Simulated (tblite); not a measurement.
C5H4BrCl2F.
Numbering: `[F:1][C@@H:2]([C:3]#[C:4][CH2:5][Cl:6])[C@@H:7]([Cl:8])[Br:9]` (hydrogens: H10 on C2; H11, H12 on C5; H13 on C7)

Computed with GFN2-xTB (tblite), gas phase: L-BFGS steps from a force-field or distance-geometry start until the largest atomic force falls under 0.01 eV/Å.

Step 4: E = -832.2624 eV
```
atom  x, y, z in Å  |  force x, y, z in eV/Å
F1     -1.5148   -1.1776    1.3404    0.185  -0.010   0.044
C2     -1.2369   -0.0863    0.5433   -0.157   0.024  -0.141
C3      0.1797   -0.0238    0.2251   -0.390   0.127   0.163
C4      1.3457    0.0179   -0.0433    0.300  -0.120   0.109
C5      2.7503    0.0722   -0.3370    0.028   0.170  -0.073
Cl6     3.1674    1.7097   -0.9843   -0.036  -0.110  -0.056
C7     -2.0730   -0.2641   -0.7291   -0.064   0.027   0.069
Cl8    -3.7910   -0.3158   -0.2912   -0.240  -0.131   0.045
Br9    -1.8054    1.2155   -1.9671    0.229  -0.167   0.047
H10    -1.5888    0.7940    1.1007    0.190   0.050   0.000
H11     3.0059   -0.6754   -1.0882    0.077   0.073  -0.068
H12     3.3619   -0.0542    0.5561   -0.092  -0.090   0.059
H13    -1.8054   -1.2115   -1.2043   -0.029   0.157  -0.200
```

Step 5: E = -832.2840 eV
```
atom  x, y, z in Å  |  force x, y, z in eV/Å
F1     -1.5029   -1.1752    1.3404    0.117  -0.028   0.054
C2     -1.2429   -0.0838    0.5344    0.073  -0.041   0.195
C3      0.1788   -0.0133    0.2330   -0.401   0.072   0.005
C4      1.3469    0.0082   -0.0294    0.242  -0.034  -0.020
C5      2.7478    0.0787   -0.3395    0.029  -0.033   0.030
Cl6     3.1664    1.7037   -0.9893   -0.041   0.021  -0.063
C7     -2.0848   -0.2649   -0.7198   -0.053  -0.070  -0.285
Cl8    -3.8099   -0.3246   -0.2883   -0.046  -0.096   0.003
Br9    -1.7884    1.2051   -1.9654    0.135  -0.102   0.059
H10    -1.5753    0.7949    1.1000    0.053   0.121   0.027
H11     3.0121   -0.6670   -1.0899    0.016   0.042  -0.069
H12     3.3525   -0.0601    0.5553    0.002  -0.045   0.090
H13    -1.8047   -1.2012   -1.2204   -0.126   0.192  -0.027
```

Q: Estimate the geometry and energy of step 6. (The exact step hangs on the optimiser's Hessian estimate; all steps are aligned on step 5, rigid shifts and turns removed.)

A: E = -832.2896 eV, largest force 0.210 eV/Å
```
atom  x, y, z in Å  |  force x, y, z in eV/Å
F1     -1.4971   -1.1747    1.3413    0.084  -0.040   0.068
C2     -1.2442   -0.0836    0.5341    0.054  -0.038   0.183
C3      0.1766   -0.0082    0.2349   -0.171   0.047  -0.085
C4      1.3474    0.0041   -0.0240    0.059  -0.004  -0.031
C5      2.7473    0.0802   -0.3398    0.018  -0.083   0.059
Cl6     3.1655    1.7021   -0.9921   -0.046   0.048  -0.051
C7     -2.0901   -0.2659   -0.7202   -0.015  -0.015  -0.209
Cl8    -3.8173   -0.3292   -0.2874    0.023  -0.079  -0.021
Br9    -1.7802    1.1999   -1.9640    0.097  -0.057   0.045
H10    -1.5698    0.7970    1.1002    0.000   0.113   0.029
H11     3.0147   -0.6632   -1.0915   -0.005   0.027  -0.060
H12     3.3492   -0.0628    0.5561    0.034  -0.026   0.086
H13    -1.8063   -1.1951   -1.2267   -0.132   0.106  -0.013
```

The energy changes by -0.0056 eV. The first-order estimate −F·Δx gives -0.0076 eV and the mean of the old and new forces, exact on a quadratic surface, -0.0056 eV. The step makes an angle of 61° with the force vector and moves no atom by more than 0.010 Å.

The cost below is that of the whole relaxation. The run took 0.35 s wall on one thread of an Arm Neoverse V2, no GPU (shared host).
